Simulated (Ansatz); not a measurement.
Computed with Ansatz on PBE0-D4/def2-TZVP structures; ΔE is electronic, products minus reactants. CBS: MP2 limit from def2 TZ/QZ plus the TZ coupled-cluster correction, frozen cores. This one scheme is used for every species, atoms too. DFT in def2-TZVPP. B3LYP here is the variant with VWN-RPA as its local correlation; programs differ in this. No spin–orbit coupling; open shells (•) take unrestricted orbitals. Spin–orbit coupling would lower the free atoms: a little for C, F, O, Si. One conformer a species, not always the lowest.

Consider the atomization: `FC([SiH3])O[SiH3]` → C• + F• + 7 H• + O• + 2 Si•.

| level | ΔE (kJ/mol) | difference from CCSD(T)/CBS |
| --- | --- | --- |
| r2SCAN-D4 | 4025.4 | -9.0 |
| PBE0-D4 | 3982.0 | -52.4 |
| B3LYP-D4 | 4020.3 | -14.1 |
| ωB97X-V | 4054.9 | 20.5 |
| B2PLYP | 3975.4 | -59.0 |
| B3LYP | 3981.7 | -52.7 |
| MP2/def2-TZVPP | 3965.5 | -68.9 |
| CCSD/def2-TZVPP | 3875.2 | -159.2 |
| CCSD(T)/def2-TZVPP | 3925.4 | -109.0 |
| SCS-MP2/def2-QZVPP | 4044.1 | 9.7 |
| CCSD(T)/CBS | 4034.4 | 0 |

Largest T1 diagnostic among the species: 0.012.

From PBE to PBE0 (25 % exact exchange), in def2-TZVPP and without D4, ΔE moves by −57.8 kJ/mol: exact exchange takes away binding that semilocal exchange gives to molecules. In def2-TZVPP, CCSD(T) changes the Hartree–Fock value by +972.5 kJ/mol (the triples alone add +50.1 kJ/mol) and MP2 by +1012.6 kJ/mol; breaking electron pairs costs correlation energy, which Hartree–Fock lacks.

For atomizations the MP2-based limit and the directly extrapolated one differ by several kJ/mol either way, and by 10 to 25 for some Ge, Se and Sn compounds, so smaller differences from it don't rank the levels.
